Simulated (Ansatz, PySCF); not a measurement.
C₂H₆Si, SMILES C1C[SiH2]1. Atoms are numbered in the order given.

```xyz
9

C      0.0000    -0.7762    -0.8640
C      0.0000     0.7762    -0.8640
Si     0.0000     0.0000     0.8170
H      0.9014    -1.2541    -1.2295
H     -0.9014    -1.2541    -1.2295
H     -0.9014     1.2541    -1.2295
H      0.9014     1.2541    -1.2295
H      1.2390     0.0000     1.6137
H     -1.2390     0.0000     1.6137
```
Charge 0, spin multiplicity 1.

Geometry optimised at B3LYP-D3(BJ)/def2-TZVP.

Two levels are set side by side: PBE-D3(BJ)/def2-TZVP (Ansatz, an electronic-structure program) and B3LYP-D3(BJ)/def2-TZVP (Ansatz). Each level has its own optimised geometry; the coordinates shown are those of the second. Frequencies come from the Hessian of PySCF at each geometry. Differences are taken from unrounded values.

```
quantity                            B3LYP-D3(BJ)
----------------------------------  ------------
mean bond length (Å)                       1.393
bond C1–C2 (Å)                             1.552
bond C1–Si3 (Å)                            1.852
bond C2–Si3 (Å)                            1.852
bond C1–H4 (Å)                             1.084
bond C1–H5 (Å)                             1.084
bond C2–H6 (Å)                             1.084
bond C2–H7 (Å)                             1.084
bond Si3–H8 (Å)                            1.473
bond Si3–H9 (Å)                            1.473
highest harmonic wavenumber (cm⁻¹)          3197
mean harmonic wavenumber (cm⁻¹)             1450
zero-point energy (kcal/mol)               43.54
```

What does PBE-D3(BJ) give, and how far is it from B3LYP-D3(BJ)? (Estimate from the structure and the level; the computed values follow.)


| quantity | PBE-D3(BJ) | PBE-D3(BJ) minus B3LYP-D3(BJ) |
|---|---|---|
| mean bond length (Å) | 1.402 | 0.009 |
| bond C1–C2 (Å) | 1.548 | -0.004 |
| bond C1–Si3 (Å) | 1.863 | 0.012 |
| bond C2–Si3 (Å) | 1.863 | 0.012 |
| bond C1–H4 (Å) | 1.092 | 0.008 |
| bond C1–H5 (Å) | 1.092 | 0.008 |
| bond C2–H6 (Å) | 1.092 | 0.008 |
| bond C2–H7 (Å) | 1.092 | 0.008 |
| bond Si3–H8 (Å) | 1.487 | 0.013 |
| bond Si3–H9 (Å) | 1.487 | 0.013 |
| highest harmonic wavenumber (cm⁻¹) | 3141 | -56 |
| mean harmonic wavenumber (cm⁻¹) | 1409 | -42 |
| zero-point energy (kcal/mol) | 42.29 | -1.25 |

Exact exchange shortens and stiffens bonds; PBE has none. Differences between two approximate levels are no errors against the true value.
